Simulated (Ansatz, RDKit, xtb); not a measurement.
Torsion H3–S1–Ge2–H4 in GeH2S (SMILES [SH][GeH]); at each angle all else is relaxed with GFN2-xTB, and the levels are single points there.
Geometry at 180° (charge 0, multiplicity 1):
```xyz
4

S     -1.01183     0.59330     0.43807
Ge     0.99897     0.48625    -0.47561
H     -1.52736    -0.44197    -0.22310
H      1.45816     1.76315     0.41223
```

On the grid 0° to 330°, 270° is the highest and 180° the lowest point at CCSD(T)/CBS(def2-TZVPP, def2-QZVPP).

The values were computed with Ansatz (Gaussian orbitals); RDKit for the force fields; xtb for the GFN methods. Each number belongs to the level named beside it.

One of these levels gives 74.9 kJ/mol for the energy at 270° less that at 180°. Which one is it?
A) BLYP/def2-TZVPP
B) HF/def2-SVP
C) GFN2-xTB
D) UFF

A, BLYP/def2-TZVPP. The others give -1.5 (UFF), 32.5 (GFN2-xTB), 67.2 (HF/def2-SVP)

Ansatz is a quantum-chemistry and plane-wave program.
